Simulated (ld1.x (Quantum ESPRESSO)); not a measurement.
Building the TM potential for P (BP86, non-relativistic).

- Element: phosphorus (P)
- Generator: ld1.x (Quantum ESPRESSO) 7.5
- Type: norm-conserving Troullier–Martins (Kleinman–Bylander form)
- Functional: BP86
- Relativity: non-relativistic
- Frozen core: [He]
- Valence charge: 13
- Reference configuration: 2s2 2p6 3s2 3p1.5 (charge +1.5)
- Partial waves: 2p (bound): rc 0.50 bohr; 2s (bound): rc 0.65 bohr
- Local potential: the s channel
- Core correction: a·sin(br)/r model core, default radius (core density twice the valence density)

Occupied shells without a wave of their own: 3p, 3s. They enter only through the test configuration that unscreens the potential, and ld1.x also counts them in the model core charge.

All-electron outer shells of the reference configuration (BP86, non-relativistic, ld1.x):

| shell | level (eV) | outermost node (bohr) | outermost maximum (bohr) |
| --- | --- | --- | --- |
| 2s | -190.05 | 0.14 | 0.42 |
| 2p | -141.53 | – | 0.36 |
| 3s | -28.50 | 0.65 | 1.54 |
| 3p | -19.21 | 0.64 | 1.72 |

**Question.** Tests: 2s2 2p6 3s2 3p3; 2s2 2p6 3s2 3p2; 2s2 2p6 3s2 3p1; 2s2 2p5 3s2 3p3; 2s2 2p6 3s1 3p4; 2s2 2p6 3s2 3p2.5; 2s2 2p6 3s0 3p5. Which has the largest error in its energy relative to the reference configuration, and how large is it?

**Answer.** 2s2 2p6 3s0 3p5, with -789 meV (all-electron minus pseudo) on -1.17 eV.

A Bessel basis up to 400 Ry misses an occupied level by 0.02 Ry, so cutoffs and ghosts were not judged. The potential misses its own reference levels by up to 0.4 eV. ld1.x takes every shell without a wave as core, so the model core holds the 3p, 3s electrons as well and exchange and correlation see them twice. This cancels in the reference configuration, but the file is broken for other ones, and its errors say nothing about a proper core correction.
